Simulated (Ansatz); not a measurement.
Species: C$_{6}$H$_{11}$, charge 0, multiplicity 2. It need not be the lowest isomer of its formula. SMILES: [CH]=C(C)CCC
Structure (B3LYP-D3(BJ)/def2-TZVP (Ansatz, a first-principles code) minimum search):
```xyz
17

C      2.6114    -0.0589    -0.6111
C      1.1173     0.2358    -0.7093
C      0.3488    -0.2431     0.5272
C     -1.1401     0.0611     0.4785
C     -1.6847     0.9022     1.3210
C     -1.9426    -0.6532    -0.5801
H      3.0530     0.4335     0.2585
H      3.1440     0.2899    -1.4976
H      2.7952    -1.1314    -0.5121
H      0.7114    -0.2407    -1.6050
H      0.9565     1.3107    -0.8299
H      0.4771    -1.3273     0.6315
H      0.7850     0.2126     1.4188
H     -1.3601     1.5182     2.1455
H     -3.0030    -0.4249    -0.4926
H     -1.8084    -1.7354    -0.4926
H     -1.6116    -0.3682    -1.5815
```
Charge 0, spin multiplicity 2.

Parts of the frozen-core correlation energy in 6-31G (Ansatz, hartree). Frozen orbitals: 6; correlated occupied orbitals by spin: 18 and 17; virtual: 52 and 53. UHF or UKS for open shells. Spin-orbit coupling is left out. Non-relativistic.

```tsv
term	value
reference (HF)	-233.44473
MP2 opposite-spin	-0.39699
MP2 same-spin	-0.11187
CCSD correlation	-0.58999
(T)	-0.01530
T1 diagnostic	0.026
largest doubles amplitude	0.115
<S^2> of the reference	0.988
```
